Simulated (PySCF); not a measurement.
F6Te, charge +1, doublet, geometry from GFN2-xTB (a state made from the parent by changing its charge; the spin is typed, not shown lowest) (core potentials on Te). Base run: PySCF with DF-HF/def2-SVP.

The PySCF input:
```python
from pyscf import gto, scf

mol = gto.Mole()
mol.atom = '''
    F    -0.45802104   -1.30683244   -1.30269736
    Te    0.00000000   -0.00000000   -0.00000000
    F     1.83813753   -0.20566203   -0.43996392
    F     0.16149878   -1.36546945    1.31302172
    F    -0.16149878    1.36546945   -1.31302172
    F     0.45802104    1.30683244    1.30269736
    F    -1.83813753    0.20566203    0.43996392
'''
mol.basis = 'def2-svp'
mol.ecp = {'Te': 'def2-svp'}
mol.charge = 1
mol.spin = 1
mol.verbose = 4
mol.build()

mf = scf.UHF(mol)
mf = mf.density_fit(auxbasis='def2-universal-jkfit')
mf.kernel()
```

Variants of this job, named by their change:

| change | basis functions | E (Eh) | HOMO (eV) | outcome |
|---|---|---|---|---|
| base | 110 | -862.36390 | -22.06 | converged |
| basis = jorge-DZP-DKH; relativity = none (without mol.ecp = {'Te': 'def2-svp'}; without mf = mf.density_fit(auxbasis='def2-universal-jkfit')) | 138 | -7138.12330 | -22.34 | converged |
| basis = jorge-DZP-DKH; relativity = spin-free X2C; nucleus = Gaussian (with mol.nucmod = 'G'; without mol.ecp = {'Te': 'def2-svp'}; without mf = mf.density_fit(auxbasis='def2-universal-jkfit')) | 138 | -7381.61650 | -23.35 | converged |
| basis = jorge-DZP-DKH; relativity = spin-free X2C (without mol.ecp = {'Te': 'def2-svp'}; without mf = mf.density_fit(auxbasis='def2-universal-jkfit')) | 138 | - | - | not converged |
| basis = ANO-RCC-VDZP; relativity = spin-free X2C; nucleus = Gaussian (with mol.nucmod = 'G'; without mol.ecp = {'Te': 'def2-svp'}; without mf = mf.density_fit(auxbasis='def2-universal-jkfit')) | 127 | - | - | not converged |
| basis = x2c-SVPall; relativity = spin-free X2C (without mol.ecp = {'Te': 'def2-svp'}; without mf = mf.density_fit(auxbasis='def2-universal-jkfit')) | 120 | - | - | not converged |
| basis = ANO-RCC-VDZP; relativity = spin-free X2C (without mol.ecp = {'Te': 'def2-svp'}; without mf = mf.density_fit(auxbasis='def2-universal-jkfit')) | 127 | - | - | not converged |
| basis = x2c-SVPall; relativity = none (without mol.ecp = {'Te': 'def2-svp'}; without mf = mf.density_fit(auxbasis='def2-universal-jkfit')) | 120 | -7035.81902 | -22.29 | converged |
| basis = x2c-SVPall; relativity = spin-free X2C; nucleus = Gaussian (with mol.nucmod = 'G'; without mol.ecp = {'Te': 'def2-svp'}; without mf = mf.density_fit(auxbasis='def2-universal-jkfit')) | 120 | - | - | not converged |
| basis = ANO-RCC-VDZP; relativity = none (without mol.ecp = {'Te': 'def2-svp'}; without mf = mf.density_fit(auxbasis='def2-universal-jkfit')) | 127 | -6990.76953 | -22.28 | converged |

Total energies compare only within one method and basis.

Open shells are given as the SCF converged; they aren't shown to be the lowest states, and a large step between rows can be another state.

Basis sets contracted for a relativistic Hamiltonian are a mismatch without it, so the rows without relativity aren't non-relativistic limits. No row has spin-orbit coupling; sets with core potentials leave out the core electrons.
